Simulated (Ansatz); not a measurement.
Molecule: C3H7BO2 (charge 0, singlet). 
Structure (B3LYP-D3(BJ)/def2-TZVP (Ansatz, a quantum-chemistry and plane-wave program) minimum search):
```xyz
13

C      2.5207    -0.6129    -0.3065
C      1.2751    -0.9286     0.0272
C      0.3578    -0.0732     0.8494
B     -0.9376     0.3733     0.0648
O     -1.6440    -0.5874    -0.6126
O     -1.3018     1.6934     0.1102
H      3.1258    -1.2686    -0.9195
H      2.9797     0.3128     0.0229
H      0.8545    -1.8639    -0.3305
H      0.8859     0.8020     1.2315
H      0.0180    -0.6485     1.7217
H     -2.4265    -0.2892    -1.0861
H     -2.1052     1.9291    -0.3649
```
Charge 0, spin multiplicity 1.

Parts of the frozen-core correlation energy in STO-3G (Ansatz, hartree). Frozen orbitals: 6; correlated occupied orbitals by spin: 17 and 17; virtual: 14 and 14. No spin-orbit coupling. Non-relativistic. The restricted reference is unstable.

| term | value |
|---|---|
| reference (HF) | -288.41107 |
| MP2 opposite-spin | ? |
| MP2 same-spin | ? |
| CCSD correlation | ? |
| (T) | -0.00690 |
| T1 diagnostic | 0.013 |
| largest doubles amplitude | 0.137 |

Q: What belongs in the gaps?

A: 
- MP2 opposite-spin, value: -0.23813
- MP2 same-spin, value: -0.04580
- CCSD correlation, value: -0.35597
